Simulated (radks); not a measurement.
Initial-state core-level shifts of the bismuth ion Bi+ when its valence configuration changes from [Hg] 6p2. All-electron calculation, Dirac Kohn-Sham, BLYP, spin-unpolarised, spherical densities, finite nucleus; open shells fill j = l - 1/2 first; Fermi nuclear charge, rms radius 5.5211 fm. Program: a radial shooting solver on a logarithmic mesh with Libxc functionals. Shifts are changes of the shell-averaged eigenvalues in eV (positive: less bound); the change of the density at the nucleus, which sets a Mossbauer isomer shift, is in e/bohr^3, on a base of 2.97e+06.

| valence | 1s | 2s | 2p | 5p | density at nucleus |
|---|---|---|---|---|---|
| [Xe] 4f14 5d9 6s2 6p3 | -6.506 | -6.743 | -6.732 | -5.774 | +101.8 |
| [Xe] 4f12 5d10 6s2 6p4 | -43.323 | -46.796 | -46.364 | -18.996 | +726.8 |
| [Xe] 4f14 5d10 6s1 6p3 | -2.102 | -2.043 | -2.040 | -2.015 | -312.1 |
| [Xe] 4f14 5d10 6p4 | -4.113 | -3.993 | -3.988 | -3.933 | -648.3 |
| [Xe] 4f13.5 5d9 6s2 6p3.5 | -17.157 | -18.240 | -18.125 | -10.503 | +280.5 |
| [Xe] 4f12.5 5d9 6s2 6p4.5 | -39.029 | -41.882 | -41.549 | -20.034 | +648.7 |
| [Xe] 4f14 5d9.5 6p4.5 | -7.270 | -7.268 | -7.256 | -6.721 | -630.9 |
| [Xe] 4f14 5d9.5 6s2 6p2.5 | -3.246 | -3.362 | -3.356 | -2.898 | +50.6 |
| [Xe] 4f14 5d9 6s1.5 6p3.5 | -7.520 | -7.729 | -7.716 | -6.734 | -68.2 |
